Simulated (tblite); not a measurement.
C4H10Zn, triplet, at a GFN2-xTB geometry (such geometries of metal compounds can be far from the true shape) (a higher spin typed on purpose: for a closed-shell molecule this is an excited state); GFN1-xTB (tblite 0.6.0).

tblite was given this input:
```
$ tblite run mol.xyz --method gfn1 --charge 0 --spin 2 --efield 0,0,0.1 --json tblite.json --no-restart

# file mol.xyz
15

Zn    -0.37528979     0.18243967     0.99339466
C      1.69930461    -0.68589563    -0.02525953
C      1.52989648    -2.16325062    -0.19280947
H      2.43563050    -0.40861454     0.72142499
H      1.83102170    -0.14668714    -0.95367365
H      0.73111761    -2.39310900    -0.89637408
H      1.31002125    -2.64887367     0.75799703
H      2.44888771    -2.61766265    -0.58457780
C     -1.18070437     0.43394040    -1.32714972
C     -0.78886695     1.80282015    -1.78750946
H     -2.24946250     0.30148551    -1.19762412
H     -0.73181495    -0.36987472    -1.89486316
H      0.29386078     1.91129168    -1.83095053
H     -1.19244613     2.57397888    -1.13126329
H     -1.17590079     1.99918975    -2.79556629
```

Q: Predict the main parts of the log of this tblite run.

A: 
```
xTB calculator
 | screened Coulomb repulsion
 | Coulomb electrostatics
 |  * isotropic Klopman-Ohno-Mataga-Nishimoto electrostatics
 |  * onsite third-order electrostatics
 | DFT-D3(BJ) dispersion correction
 | Interactions (1)
 | [1] electric field

halogen bonding energy    0.0000000000000E+00 Eh
repulsion energy          1.9922900784166E-01 Eh
dispersion energy        -5.2485462349798E-03 Eh
interaction energy        0.0000000000000E+00 Eh
number of electrons       2.8000000000000E+01 e
integral cutoff           3.9672993110968E+01 bohr

------------------------------------------------------------
  cycle        total energy    energy error   density error
------------------------------------------------------------
      1     -14.52005378852  -1.4714034E+01   3.4509077E-01
      2     -14.52249845074  -2.4446622E-03   2.0342803E-01
      3     -14.52249782027   6.3047222E-07   7.5346418E-03
      4     -14.52251413918  -1.6318916E-05   5.1059466E-04
      5     -14.52251484711  -7.0792035E-07   1.9236282E-04
      6     -14.52251491277  -6.5661490E-08   2.1778857E-05
      7     -14.52251491338  -6.1326944E-10   2.4551206E-06
------------------------------------------------------------

electronic energy        -1.4716495374987E+01 Eh
total energy             -1.4522514913380E+01 Eh

Post processing:
 | Mayer-Wiberg bond orders

[Info] JSON dump of results written to 'tblite.json'
```
